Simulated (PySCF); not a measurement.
Gas-phase XPS of (LiF)3 ring, computed

Compound: (LiF)3 ring, Li3F3.
Geometry (PBE0-D3(BJ)/def2-SVP, Å), atoms numbered from 1 in this order:
```
atom  x, y, z in Å
Li1    1.3704    0.8507    0.1085
F2     0.0639    1.4487    0.9883
Li3   -1.3054    0.4818    0.7995
F4    -1.4854   -0.9233   -0.1158
Li5   -0.0586   -1.3366   -0.9113
F6     1.4151   -0.5213   -0.8693
```

Theory: delta-SCF UKS SCAN, pcX-2 on the ionised atom, pcseg-1 elsewhere, spin-free X2C (PySCF). Vertical ΔSCF values, vacuum level as zero.

Task: List the computed XPS lines with their assignment.

Result: 
```tsv
atom(s)	bonded to	level	binding energy (eV)	count
F2/F4/F6	2 Li	F 1s	689.94	3
Li1/Li3/Li5	2 F	Li 1s	62.40	3
```

Task: Give the binding energy of Li 1s of Li1/Li3/Li5 in hartree and in kJ/mol.

Result: 62.40 eV = 2.2932 Eh = 6021 kJ/mol.

Task: Which photon energy gives electrons from Li 1s of Li1/Li3/Li5 a kinetic energy of 20 eV, and what is their de Broglie wavelength?

Result: hν = 62.40 + 20 = 82.40 eV, recoil neglected; λ = 12.264 Å/√(E/eV) = 2.74 Å.

Atoms equivalent by their bonding share one computed value, that of the first of them. Geometry: PBE0-D3(BJ)/def2-SVP, one conformer, isolated molecule.

The run took 5.0 s on an x86-64 server with one thread, shared host.
